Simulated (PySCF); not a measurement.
**GeCl2: core ionisation energies**

Compound: GeCl2.
Bonds: Ge1–Cl2, Ge1–Cl3.

Computed, not measured: delta-SCF UKS SCAN, pcX-2 on the ionised atom, pcseg-1 elsewhere, spin-free X2C in PySCF. Vertical ΔSCF values, vacuum level as zero.

Problem. Give the core binding energies atom by atom.

Solution. 
```
atom(s)            environment     level  binding energy (eV)  2p1/2 (eV)  count
Cl2/Cl3  chlorine bonded to Ge  Cl 2p3/2               205.73      207.38      2
Cl2/Cl3  chlorine bonded to Ge     Cl 1s              2828.31           –      2
```

Problem. Which photon energy gives electrons from Cl 2p3/2 of Cl2/Cl3 a kinetic energy of 20 eV, and what is their de Broglie wavelength?

Solution. hν = 205.73 + 20 = 225.73 eV, recoil neglected; λ = 12.264 Å/√(E/eV) = 2.74 Å.

Problem. Which photon wavelength matches the Cl 2p3/2 of Cl2/Cl3 threshold?

Solution. λ = hc/E = 12398.42 eV Å / 205.73 eV = 60.265 Å.

The first atom of each set that the bonding makes equivalent was ionised and stands for the set. For 2p shells one spin-free hole was relaxed; a mean-field spin–orbit operator and the ground-state splitting of the three 2p orbitals were then diagonalised within the shell. The shell's mean is (2 × 2p3/2 + 2p1/2)/3, and the degeneracies 2j + 1 give areas of 2:1. 2p1/2 minus 2p3/2 (ligand field included): Cl 1.65 eV. No level of germanium is listed. Geometry: PBE0-D3(BJ)/def2-SVP; no solvent, vibrations or thermal averaging.
